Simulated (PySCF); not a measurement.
## Orbital picture of ZnAs

BLYP at R = 2.600 Å; PySCF, no relativity, basis sets Zn pcseg-1, As pcseg-1. State: ⁴Σ⁻ (quartet), unpaired electrons σ ↑, π ↑↑. Only the outer orbitals are listed, counted within each symmetry.

```
spin  orbital  occ.  ε (eV)  on Zn (%)            main shells (%)
   α      14σ     1   -6.98         56           55 Zn s, 42 As p
   α       7π     1   -5.38          2                    98 As p
   α       7π     1   -5.38          2                    98 As p
   α      15σ     1   -4.20         56  45 As p, 43 Zn s, 12 Zn p
   α       8π     0    1.01         93                    93 Zn p
   α       8π     0    1.01         93                    93 Zn p
   α      16σ     0    2.27         81  60 Zn s, 21 Zn p, 12 As d
   β      14σ     1   -6.37         67           66 Zn s, 30 As p
   β       7π     0   -3.77          4                    96 As p
   β       7π     0   -3.77          4                    96 As p
   β      15σ     0   -3.23         47  54 As p, 33 Zn s, 13 Zn p
```

Q: Which are the highest filled and the lowest empty level, where do they sit, and how wide is the gap?

A: Highest filled α 15σ at -4.20 eV (in %: 45 As p, 43 Zn s, 12 Zn p); lowest empty β 7π at -3.77 eV (in %: 96 As p); the gap at BLYP is 0.43 eV.

The bond order (Mayer) is 0.70. The ⟨S²⟩ is 3.753, the charge on Zn (Mulliken, basis-dependent) is 0.14 and the charge on Zn (Löwdin, basis-dependent) is 0.14. The dipole moment (positive dipole means Zn(−)As(+)) is -0.84 D.

Spin–orbit coupling is left out. The state was picked by a PBE0 search and need not be the measured ground state.
